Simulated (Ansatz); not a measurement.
One change: `CC1=CC(C)=[O+][B-](O)(F)O1` becomes `CC1=CC(C)=[O+][Ti-]([CH3])([CH3])([CH3])[O]1`.

Ansatz, PBE0-D4/def2-TZVP geometries, multiplicity 1. Each molecule was computed in one conformer, which needn't be the lowest.

Scalar relativity is left out up to krypton.

```csv
property,`CC1=CC(C)=[O+][B-](O)(F)O1`
size of the dipole moment (PBE/def2-TZVPP) / D,6.34
HOMO–LUMO gap (B3LYP/def2-TZVPP) / eV,5.18
HOMO energy (ωB97M-V/def2-TZVPP) / eV,-9.85
size of the dipole moment (B3LYP/def2-TZVPP) / D,6.70
LUMO energy (ωB97M-V/def2-TZVPP) / eV,0.00
HOMO energy (PBE/def2-TZVPP) / eV,-6.54
```

Question: Give the same properties after the change, and the shifts. (An estimate is asked.)

Answer: Computed: 
```csv
property,`CC1=CC(C)=[O+][Ti-]([CH3])([CH3])([CH3])[O]1`,shift
size of the dipole moment (PBE/def2-TZVPP) / D,4.28,-2.06
HOMO–LUMO gap (B3LYP/def2-TZVPP) / eV,4.46,-0.72
HOMO energy (ωB97M-V/def2-TZVPP) / eV,-9.05,0.80
size of the dipole moment (B3LYP/def2-TZVPP) / D,4.44,-2.26
LUMO energy (ωB97M-V/def2-TZVPP) / eV,0.21,0.21
HOMO energy (PBE/def2-TZVPP) / eV,-5.40,1.14
```

With PBE0 the HOMO rises by 0.98 eV and the LUMO rises by 0.28 eV, so the gap narrows by about 0.70 eV. PBE moves the HOMO by 1.14 eV and ωB97M-V by 0.80 eV. Dipoles are sizes alone; their direction can turn.

B3LYP here is the variant with VWN-RPA as its local correlation; programs differ in this.
